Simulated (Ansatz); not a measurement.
Input and output for PbF₄.

```yaml
crystal:
  periodic: [false, false, false]
  atoms:
    - {symbol: Pb, position_ang: [0.000009, 0.000015, -0.000011]}
    - {symbol: F, position_ang: [0.011044, -0.018808, 2.038038]}
    - {symbol: F, position_ang: [1.917899, 0.010970, -0.689715]}
    - {symbol: F, position_ang: [-0.968433, 1.667990, -0.658870]}
    - {symbol: F, position_ang: [-0.960519, -1.660167, -0.689432]}
basis:
  gaussian: {orbitals: def2-SVP}
hamiltonian: {xc: {name: revPBE0}, pseudopotentials: {relativity: scalar}}
accuracy: high
scf: {omitted_lower_state_checks: [starts]}
output: {forces: true}
```

```sh
$ ansatz run in.yaml --threads 2 --pin off --events-out ev --progress --plain --max-ram 4352MiB
```

It prints (some lines left out):

```
Functional definition: revPBE0
1675 factors; integrals over basis functions are off by at most 2.8e-9 eV
mean field evaluation 1: about -16103.6955 eV, gradient 6.2e1 eV
mean field evaluation 2: about -16089.3661 eV, gradient 1.1e2 eV
mean field evaluation 4: about -16110.5853 eV, gradient 1.1e0 eV
mean field evaluation 8: about -16110.6945 eV, gradient 6.4e-2 eV
mean field evaluation 16: about -16110.6945 eV, gradient 1.1e-6 eV
mean field -16110.69452696 eV, -592.0571036449 hartree, gradient 1.6e-8 eV, S^2 0.000000; 0 other end points of the search recorded, 0 dependent functions left out
reference -16110.69453099 eV, -592.0571037929 hartree; 29, 29 occupied and 53, 53 virtual orbitals, 1675 factors
Total energy: -16110.69453099 eV, -592.0571037929 hartree
Relativity: scalar
Atom 0 at     0.000009     0.000015    -0.000011 Å, force    -0.000062    -0.000110     0.000088 eV/Å
Atom 1 at     0.011044    -0.018808     2.038038 Å, force    -0.003221     0.005581    -0.597653 eV/Å
Atom 2 at     1.917899     0.010970    -0.689715 Å, force    -0.562414    -0.003215     0.202233 eV/Å
Atom 3 at    -0.968433     1.667990    -0.658870 Å, force     0.284000    -0.489111     0.193217 eV/Å
Atom 4 at    -0.960519    -1.660167    -0.689432 Å, force     0.281698     0.486854     0.202115 eV/Å
Dipole moment:     0.000021     0.000037    -0.000029 e Å
Checks for a lower state left out: starts
```

It took 4.3 s on 2 threads of Arm Neoverse V2 on a shared host.

In the def2 sets Pb takes a core potential; there is no spin–orbit coupling.
